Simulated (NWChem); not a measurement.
## Basis-set convergence for C₃H₃F

SMILES: C=C=CF
```xyz
7

C      1.8901     0.2357     0.0000
C      0.5736     0.2616     0.0000
C     -0.7437     0.3355     0.0000
F     -1.5511    -0.7478     0.0000
H      2.4705     0.2225    -0.9408
H      2.4705     0.2225     0.9408
H     -1.3019     1.2881     0.0000
```
Charge 0, spin multiplicity 1.

The numbers come from NWChem runs, not from measurements. Structure: optimised with PBE/def2-SVP, a minimum by its harmonic frequencies.

Quantity: vertical ionisation energy at the level ΔB3LYP (Δ: difference of total energies, the cation a doublet at the parent's geometry with its hole in an orbital of symmetry a" (Cs labels); it is the state that the SCF runs reached, from PBE0 orbitals for Hartree-Fock references, and need not be the lowest).

B3LYP has NWChem's definition, with VWN1-RPA local correlation. The Pople sets run with spherical d functions. The structure started from a generated list of species. The stability of the SCF solutions was not checked.

Costs are rough ratios of processor time within this set of runs, SCF included, with 3-21G as 1.

**Question.** In def2-TZVPD the value is 9.87 eV. Among 3-21G, 6-31G*, cc-pVDZ, 6-31+G*, 6-311G**, def2-TZVPP, which is the smallest basis within 0.1 eV of it?

**Answer.** 6-31+G*, with 78 functions against 178 and about 20 % of the time (also within reach: 6-311G**, def2-TZVPP). def2-TZVPD isn't the basis-set limit itself, and a small set can land close by cancellation.

| basis | functions | vertical ionisation energy (eV) | relative cost |
|---|---|---|---|
| 3-21G | 42 | 9.66 | 1 |
| 6-31G* | 62 | 9.58 | under 3 |
| cc-pVDZ | 71 | 9.70 | under 3 |
| 6-31+G* | 78 | 9.87 | under 3 |
| 6-311G** | 90 | 9.81 | under 3 |
| def2-TZVPP | 166 | 9.85 | 10 |
| def2-TZVPD | 178 | 9.87 | 10 |
